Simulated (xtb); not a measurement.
BClI2, SMILES ClB(I)I. All values are semi-empirical tight-binding results from xtb (GFN2-xTB unless named), good for trends rather than for accurate numbers. Geometry optimised at GFN2-xTB.

* **point group as xtb finds it**: C2v
* **orbital gap**: 3.72 eV
* **zero-point energy**: 3.4 kcal/mol
* **G − E(el) at 298.15 K (modified RRHO)**: -16.9 kcal/mol
* **static polarisability (D4 model)**: 89.8 bohr³
* **solvation energy, GFN2-xTB/ALPB(water)**: -2.2 kcal/mol
* **solvation energy, GFN2-xTB/ALPB(ch2cl2)**: -7.9 kcal/mol
